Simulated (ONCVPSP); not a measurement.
**Configuration tests for Ir (Z = 77) (ONCV)**

Ir (Z = 77), optimised norm-conserving Vanderbilt (ONCV), made with ONCVPSP 4.0.1 (PBEsol, scalar-relativistic). Core [Kr] 4d10 4f14, reference 5s2 5p6 5d7 6s2. Waves: 5s+6s: rc 1.90 bohr, ncon 3, nbas 6, qcut 7.7 1/bohr, 2 projectors; 5p: rc 1.80 bohr, ncon 4, nbas 8, qcut 6.9 1/bohr, 1 projector; 5d: rc 2.20 bohr, ncon 4, nbas 8, qcut 7.9 1/bohr, 2 projectors, debl 0.4 Ha. Local part: polynomial inside 1.70 bohr (lpopt 5, dvloc0 1 Ha). Core correction: none.

Energies are relative to the spin-unpolarised reference configuration 5s2 5p6 5d7 6s2; without spin polarisation the order of configurations can differ from experiment.

| valence configuration | charge | ΔE all-electron (eV) | error AE − PS (meV) |
| --- | --- | --- | --- |
| 5s2 5p6 5d7 6s1 | +1 | 9.929 | -4.9 |
| 5s2 5p6 5d7 6s0 6p1 | +1 | 16.479 | +185 |

Q: What are ΔE and the potential's error for 5s2 5p6 5d7 6s0?

A: ΔE = 27.425 eV all-electron; the error (AE − PS) is -17 meV.

Q: What are ΔE and the potential's error for 5s2 5p6 5d6 6s0?

A: ΔE = 57.999 eV all-electron; the error (AE − PS) is -21 meV.

Levels in the configuration 5s2 5p6 5d7 6s1:

| level | all-electron (eV) | pseudo (eV) |
| --- | --- | --- |
| 5s | -106.369 | -106.409 |
| 5p | -63.080 | -63.093 |
| 5d | -15.366 | -15.364 |
| 6s | -13.615 | -13.618 |
